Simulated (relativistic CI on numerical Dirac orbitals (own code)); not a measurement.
A reference radial Dirac CI calculation of S III gave the lowest total energy -397.30515 Ha in 31 SCF steps, from this input:

```
atom S  Z=16  charge=2  electrons=14
nucleus A=32  rms_radius_fm=3.2611
hamiltonian dirac-coulomb  breit=on  qed=on  c_scale=1
orbitals kli  potential=per-configuration
slater_scale 1
correlation none
mixing on
grid step=0.0125 r_max=34.3
scf mixing=0.4 start=green max_iterations=150 tolerance=2e-08 node_fill=0.05
configurations
  [Ne] 3s2 3p2
  [Ne] 3s 3p3
  [Ne] 3s2 3p 3d
end
```

One setting was then changed, and the output read:

```
SCF 1: [Ne] 3s2 3p2
 iter      energy (Ha)   residual   last orbital (Ha)
    1      -394.476443   1.27e+00     -1.69524
    2      -396.828000   5.48e-01     -1.37547
error: SCF of 1s2 2s2 2p6 3s2 3p2 did not converge
end: not converged
```

Task: Which setting was changed?
A. nuclear radius
B. Breit term
C. iteration limit
D. configuration list

Result: C. The iteration limit 2. This setting is bad on purpose; its numbers may not be properties of the ion.
